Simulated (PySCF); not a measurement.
**Orbital levels and atomic charges: C11H12F3N3**

System: C11H12F3N3 (cyanobenzene emitter), SMILES CN(C)c1c(F)c(F)c(F)c(C#N)c1N(C)C.

Cartesian coordinates (Å):
```
  1 C    -1.641   -1.480    0.888
  2 N    -1.469   -0.765   -0.360
  3 C    -2.601   -0.910   -1.248
  4 C    -0.774    0.442   -0.307
  5 C    -1.360    1.662   -0.637
  6 F    -2.659    1.731   -0.989
  7 C    -0.676    2.874   -0.568
  8 F    -1.307    4.013   -0.888
  9 C     0.629    2.878   -0.127
 10 F     1.297    4.036   -0.025
 11 C     1.275    1.676    0.192
 12 C     2.642    1.811    0.526
 13 N     3.748    2.008    0.758
 14 C     0.602    0.441    0.086
 15 N     1.208   -0.753    0.400
 16 C     2.336   -0.822    1.296
 17 C     1.157   -1.869   -0.520
 18 H    -1.760   -2.543    0.675
 19 H    -2.534   -1.132    1.424
 20 H    -0.775   -1.336    1.526
 21 H    -3.535   -0.521   -0.829
 22 H    -2.733   -1.976   -1.443
 23 H    -2.402   -0.410   -2.192
 24 H     3.297   -0.712    0.783
 25 H     2.320   -1.802    1.778
 26 H     2.260   -0.059    2.067
 27 H     0.996   -2.795    0.033
 28 H     0.353   -1.737   -1.235
 29 H     2.106   -1.949   -1.062
```

Method: B3LYP/6-31G*, gas phase, PySCF, fitting set def2-universal-JFIT up to Ne and JKFIT beyond, grid level 1.

Task: Give the orbital energies near the gap.

Result: 
```json
{"orbital": "HOMO-4", "eV": "-8.99"}
{"orbital": "HOMO-3", "eV": "-7.85"}
{"orbital": "HOMO-2", "eV": "-7.59"}
{"orbital": "HOMO-1", "eV": "-6.28"}
{"orbital": "HOMO", "eV": "-5.57"}
{"orbital": "LUMO", "eV": "-1.18"}
{"orbital": "LUMO+1", "eV": "-0.34"}
{"orbital": "LUMO+2", "eV": "0.69"}
{"orbital": "LUMO+3", "eV": "1.32"}
```

Task: Give the partial charges of the non-hydrogen atoms.

Result: 
```
atom  Mulliken    IAO  Hirshfeld
  C1     -0.32  -0.29      -0.05
  N2     -0.43  -0.21      -0.06
  C3     -0.30  -0.29      -0.05
  C4      0.16   0.03       0.02
  C5      0.30   0.24       0.07
  F6     -0.30  -0.25      -0.06
  C7      0.26   0.21       0.05
  F8     -0.29  -0.24      -0.08
  C9      0.32   0.28       0.08
 F10     -0.28  -0.24      -0.06
 C11     -0.03  -0.13      -0.03
 C12      0.08   0.14       0.07
 N13     -0.31  -0.25      -0.23
 C14      0.30   0.11       0.05
 N15     -0.44  -0.18      -0.05
 C16     -0.33  -0.29      -0.04
 C17     -0.32  -0.29      -0.04
```
